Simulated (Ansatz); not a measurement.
A calculation with Ansatz (development build ahead of 0.2.0).

```yaml
crystal:
  periodic: [false, false, false]
  atoms:
    - { symbol: C, position_ang: [1.4, 0.0, 0.0] }
    - { symbol: C, position_ang: [0.7, 1.21244, 0.0] }
    - { symbol: C, position_ang: [-0.7, 1.21244, 0.0] }
    - { symbol: C, position_ang: [-1.4, 0.0, 0.0] }
    - { symbol: C, position_ang: [-0.7, -1.21244, 0.0] }
    - { symbol: C, position_ang: [0.7, -1.21244, 0.0] }
    - { symbol: C, position_ang: [2.81, 0.0, 0.0] }
    - { symbol: H, position_ang: [3.36, 0.93, 0.0] }
    - { symbol: H, position_ang: [3.36, -0.93, 0.0] }
    - { symbol: O, position_ang: [1.325, 2.29497, 0.0] }
    - { symbol: H, position_ang: [-1.2425, 2.15207, 0.0] }
    - { symbol: H, position_ang: [-2.485, 0.0, 0.0] }
    - { symbol: H, position_ang: [-1.2425, -2.15207, 0.0] }
    - { symbol: H, position_ang: [1.2425, -2.15207, 0.0] }
basis:
  gaussian: { orbitals: def2-TZVP }
magnetization:
  initial_magnetization: 2
hamiltonian:
  xc: hf
```

The input is written out in the form of the current development build from the run's settings.

Results

```json
{"Converged": "yes", "Total energy": "-343.46462 hartree", "Spin squared of the determinant": "2.000", "Stability test": "minimum among restricted orbitals"}
```

Caution: another spin multiplicity may lie lower; an unrestricted determinant lies well below.
